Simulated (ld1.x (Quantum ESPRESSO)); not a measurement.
platinum, ultrasoft: configuration errors across variants

ld1.x (Quantum ESPRESSO) 7.5 input, shortened:

```
&input
   title='Pt', zed=78., rel=1, dft='PZ', iswitch=3,
   config='[Xe] 4f14 5d9 6s0 6p0'
 /
 &inputp
   pseudotype=3, tm=.true., lloc=-2, rcloc=2.25,
   nlcc=.false.,
   which_augfun='PSQ', rmatch_augfun_nc=.true.
 /
6
6S  1  0   0.00   0.00  1.70  1.85  0.0
6S  1  0   0.00   0.05  1.70  1.85  0.0
6P  2  1   0.00   0.00  1.70  2.25  0.0
6P  2  1   0.00   0.15  1.70  2.25  0.0
5D  3  2   9.00   0.00  1.55  1.75  0.0
5D  3  2   0.00   0.65  1.55  1.75  0.0
 &test
   configts(1)='5d9 6s0 6p0'
 /
```

All-electron excitation energies from the reference (eV): (1) 5d8 6s0 6p0 20.259; (2) 5d7 6s0 6p0 52.771; (3) 5d6 6s0 6p0 98.719; (4) 5d9 6s0 6p0 spin -0.129.

Spin tests fill each open shell by Hund’s rule, majority spin first.

The overlap operator is not positive definite (basis up to 400 Ry) in “base”, “local potential all-electron potential smoothed inside 1.70 bohr (lloc = -2)”, “waves 6p (bound): rcut 1.40, rcutus 1.48 bohr; 6p channel at 0.15 Ry: rcut 1.40, rcutus 1.48 bohr”, “waves 5d (bound): rcut 1.10, rcutus 1.16 bohr; 5d channel at 0.65 Ry: rcut 1.10, rcutus 1.16 bohr”, “wave 6s channel at 0.05 Ry: rcut 1.70, rcutus 1.85 bohr becomes 6s channel at -0.79 Ry: rcut 1.70, rcutus 1.85 bohr”, “local potential all-electron potential smoothed inside 1.75 bohr (lloc = -2)”. Such files are unfit for use, however small their errors in these radial tests.

Tests that are not counted but printed errors over 1 eV. “base”: 5d9 6s0 6p1 (solver errors, printed error -2.3 eV); 5d9 6s1 6p0 (solver errors, printed error -1.8 eV); 1 more. “local potential all-electron potential smoothed inside 1.70 bohr (lloc = -2)”: 5d9 6s0 6p1 (solver errors, printed error -2.3 eV); 5d9 6s1 6p0 (spin-polarised) (solver errors, printed error -3.4 eV). “waves 6p (bound): rcut 1.40, rcutus 1.48 bohr; 6p channel at 0.15 Ry: rcut 1.40, rcutus 1.48 bohr”: 5d9 6s0 6p1 (solver errors, printed error -2.3 eV); 5d9 6s1 6p0 (solver errors, printed error -1.8 eV); 1 more. “waves 5d (bound): rcut 1.10, rcutus 1.16 bohr; 5d channel at 0.65 Ry: rcut 1.10, rcutus 1.16 bohr”: 5d9 6s0 6p1 (solver errors, printed error -2.3 eV); 5d9 6s1 6p0 (solver errors, printed error -1.8 eV); 1 more. “wave 6s channel at 0.05 Ry: rcut 1.70, rcutus 1.85 bohr becomes 6s channel at -0.79 Ry: rcut 1.70, rcutus 1.85 bohr”: 5d9 6s1 6p0 (solver errors, printed error -3.6 eV); 5d9 6s1 6p0 (spin-polarised) (solver errors, printed error -3.4 eV); 1 more.

1 further variants failed, have other tests or another functional or relativity, and are left out.

A true bound ghost makes a file unfit for plane-wave use even where its test errors are small: the radial tests pick states by their node count and pass the ghost by. Where a test does run into it, the solver fails or the error is huge.

Errors AE − PS in meV (a dash: test not solved or not reliable):

| change | (1) | (2) | (3) | (4) | bound ghosts |
| --- | --- | --- | --- | --- | --- |
| base | -15 | -94 | -298 | +80 | p (s not tested, overlap not positive) |
| local potential all-electron potential smoothed inside 1.70 bohr (lloc = -2) | -15 | -94 | -298 | +80 | p (s not tested, overlap not positive) |
| waves 6p (bound): rcut 1.40, rcutus 1.48 bohr; 6p channel at 0.15 Ry: rcut 1.40, rcutus 1.48 bohr | -15 | -94 | -298 | +80 | p (s not tested, overlap not positive) |
| waves 5d (bound): rcut 1.10, rcutus 1.16 bohr; 5d channel at 0.65 Ry: rcut 1.10, rcutus 1.16 bohr | -15 | -98 | -317 | +90 | p (s not tested, overlap not positive) |
| wave 6s channel at 0.05 Ry: rcut 1.70, rcutus 1.85 bohr becomes 6s channel at -0.79 Ry: rcut 1.70, rcutus 1.85 bohr | -15 | -94 | -298 | +80 | p (s not tested, overlap not positive) |
| waves 6s (bound): rcut 1.70, rcutus 2.42 bohr; 6s channel at 0.05 Ry: rcut 1.70, rcutus 2.42 bohr | -15 | -94 | -298 | +80 | p |
| local potential all-electron potential smoothed inside 1.75 bohr (lloc = -2) | -15 | -94 | -297 | +80 | p (s not tested, overlap not positive) |

**Question.** Give the same row for: type TM semilocal; waves now 6p (bound): rc 2.25 bohr; 5d (bound): rc 1.75 bohr; 6s (bound): rc 1.85 bohr; local potential the s channel.

**Answer.** -11, -68, -213, +83; bound ghosts: none.
